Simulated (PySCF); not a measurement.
C2H9N3Si. Atoms are numbered in the order given.

```xyz
15

C      3.0618     0.3054    -0.5957
C      1.7657     0.0897     0.1173
N      0.6405     0.0938    -0.4611
Si    -0.8700    -0.1437     0.4148
N     -1.6501    -1.3938    -0.4665
N     -1.9298     1.2087     0.4591
H      3.7288    -0.5603    -0.4472
H      2.8860     0.4588    -1.6686
H      3.5875     1.1797    -0.1764
H      1.8703    -0.0771     1.2175
H     -0.5345    -0.4054     1.8587
H     -2.5323    -1.7887    -0.1670
H     -1.1027    -2.0402    -1.0208
H     -1.8037     1.9361     1.1528
H     -2.3083     1.5768    -0.4066
```
Charge 0, spin multiplicity 1.

Geometry: PBE0-D3(BJ)/def2-SVP. The structure was generated by enumeration; whether it is a known compound was not checked. One conformer was computed; it need not be the lowest.

The numbers are results of PBE/pcSseg-1 in PySCF, not measurements.

GIAO shieldings, no solvent; atoms listed in one row are averaged. δ = σ(ref) − σ: ¹³C against TMS (σ = 182.0 ppm); ¹⁵N against NH3 (σ = 267.0 ppm); ²⁹Si against TMS (σ = 335.4 ppm); ¹H against TMS (σ = 31.49 ppm), references at their B3LYP-D3(BJ)/def2-TZVP geometries, non-relativistic.

Computed chemical shifts:
```tsv
nucleus	atoms	count	δ (ppm)
¹³C	C2	1	177.9
¹³C	C1	1	34.0
¹⁵N	N3	1	401.5
¹⁵N	N6	1	40.9
¹⁵N	N5	1	26.9
²⁹Si	Si4	1	-24.8
¹H	H10	1	9.02
¹H	H11	1	5.19
¹H	H7, H8, H9	3	2.31
¹H	H15	1	1.21
¹H	H14	1	0.88
¹H	H12	1	0.57
¹H	H13	1	0.53
```
